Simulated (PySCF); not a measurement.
# Working out the ionisation energy of C⁺

C⁺ [He] 2s2 2p1 (2P) → C²⁺ [He] 2s2 (1S). Calculation: PySCF 2.14, in aug-cc-pCVTZ-DK with one added diffuse shell each of s, p, d, f type (8s7p5d3f, 75 functions); the spin-free X2C one-electron Hamiltonian (Gaussian nucleus). Frozen: 1s2. Energies in hartree (1 hartree = 27.21139 eV):

| part | C⁺ (lower) | C²⁺ (upper) |
| --- | --- | --- |
| UHF | -37.310211 | -36.422746 |
| CCSD correlation | -0.075674 | -0.073653 |
| (T) | -0.001180 | 0.000000 |

Task: What does Hartree-Fock give?

Result: (-36.422746) − (-37.310211) = 0.887465 hartree = 24.149 eV.

Task: What do CCSD and CCSD(T) give?

Result: The CCSD correlation energies differ by 0.002021 hartree = 0.055 eV and the triples by 0.001180 hartree = 0.032 eV, so CCSD gives 24.204 eV and CCSD(T) 24.236 eV.

Measured between the centres of the two terms (NIST): 24.378 eV, so CCSD(T) (valence) is off by -0.142 eV.

The coupled-cluster amplitudes are large, so a single reference is strained.

What remains against the reference includes basis incompleteness, the frozen core and higher excitations.
